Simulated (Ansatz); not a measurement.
## C3H9Sb (trimethylantimony): the electronic atomisation energy, rung by rung

The species is C3H9Sb (13 atoms), meant as a singlet with charge 0. As SMILES, `C[Sb](C)C`. The coordinates come from a PBE0-D4/def2-TZVP relaxation.

Quantity: the electronic atomisation energy, in eV. The values are calculated. Electronic energies at fixed atoms, without zero-point motion or spin-orbit coupling.

```tsv
level	kind	program	value (eV)
SVWN5/def2-SVP (core potential)	LDA	Ansatz	53.54
revPBE/def2-SVP (core potential)	GGA	Ansatz	46.28
r2SCAN/def2-SVP (core potential)	meta-GGA	Ansatz	47.22
r2SCAN0/def2-SVP (core potential)	hybrid meta-GGA	Ansatz	46.83
HSE06/def2-SVP (core potential)	range-separated hybrid	Ansatz	47.29
wB97X/def2-SVP (core potential)	range-separated hybrid	Ansatz	47.54
B2PLYP/def2-SVP (core potential)	double hybrid	Ansatz	46.33
RPA@PBE0/def2-SVP (core potential)	RPA	Ansatz	44.03
MP2/def2-SVP (core potential)	perturbation theory	Ansatz	44.70
```

The values span 44.03 to 53.54 eV. In the correlated wave-function rows the outer d shell of Sb is correlated, in sets not made for it.
